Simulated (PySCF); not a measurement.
What does the PBE0-D3(BJ)/def2-SVP structure of `O=C1C=CS[CH][CH+]1` [radical] look like in three dimensions? (Charge +1 and doublet state.)

```xyz
11
C5H4OS angstrom
O      1.3440    2.0185    0.0551
C      0.6566    0.9862    0.0231
C      1.3000   -0.3163    0.0794
C      0.6121   -1.5017    0.0550
S     -1.0777   -1.6211   -0.0494
C     -1.6191   -0.0136   -0.1068
C     -0.7915    1.0787   -0.0690
H      2.3923   -0.3198    0.1470
H      1.1180   -2.4725    0.0994
H     -2.7085    0.0801   -0.1753
H     -1.2154    2.0868   -0.1103
```

Any rigid rotation of these coordinates is as good. Atoms count from 1 in this order. The 6-membered ring C2–C3–C4–S5–C6–C7 has internal angles of 104.7° to 124.2° (sum 720°, against 720° for a flat polygon); it is planar, 0.00 Å rms from its mean plane, widest ring torsion 0°. C3 (carbon bonded to 2 C and H) is planar (angles 123.5°, 119.9° and 116.5°, sum 360.0°, 0.00 Å off the plane of its three neighbours). C4 (carbon bonded to C, S and H) is planar (angles 124.2°, 122.3° and 113.6°, sum 360.0°, 0.00 Å off the plane of its three neighbours). The 7 heavy atoms lie in one plane (0.001 Å rms).

Bonds between heavy atoms (Å): O1=C2 1.241, C2–C3 1.454, C3=C4 1.371, C4–S5 1.697, S5–C6 1.697, C6–C7 1.371, C2–C7 1.454.

Computed with PBE0-D3(BJ)/def2-SVP geometry optimisation, gas phase (PySCF 2.14.0).

Point group: C2v (every atom within 0.08 Å of its image). Whether it is a minimum is left open (no frequencies). ⟨S²⟩ = 0.812 (exact for a doublet: 0.75).

Time: 2.3 min. Hardware: one thread of an x86-64 server, no GPU (shared host). This is the geometry optimisation.
